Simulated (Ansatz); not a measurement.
Input for Ansatz (an electronic-structure program): U-B97M-V/def2-TZVPP on LiH-, 2S+1 = 2, a spin state set in the input, which need not be the lowest, a point of a bond scan (R = 1.713 Å). Charge -1.

Ansatz 0.2 input:
```yaml
crystal:
  periodic: [false, false, false]
  atoms:
    - {symbol: H, position_ang: [0.00000000, 0.00000000, 0.00000000]}
    - {symbol: Li, position_ang: [0.00000000, 0.00000000, 1.71315200]}
basis:
  gaussian:
    orbitals: def2-TZVPP
    pivot_positions_ang: [[0.00000000, 0.00000000, 0.00000000], [0.00000000, 0.00000000, 1.71315200]]
hamiltonian:
  xc: {name: B97M-V}
total_charge: -1
magnetization: {spin_polarized: true, initial_magnetization: 1}
output: {forces: true, orbitals: {seedname: ./end}}
```

The head of its log:

```
WARN ansatz: RAYON_NUM_THREADS=2 ignored (pool sized by the plan → 2); use --threads N
Functional definition: B97M-V
integrals: 0.01 GiB planned
204 factors; their error is unknown
mean field: 0.13 GiB planned
mean field evaluation 1: about -220.3092 eV, gradient 2.7e0 eV
mean field evaluation 2: about -213.3104 eV, gradient 1.0e1 eV
```

Problem. What total energy does the run end on?

Solution. -8.0987 hartree.
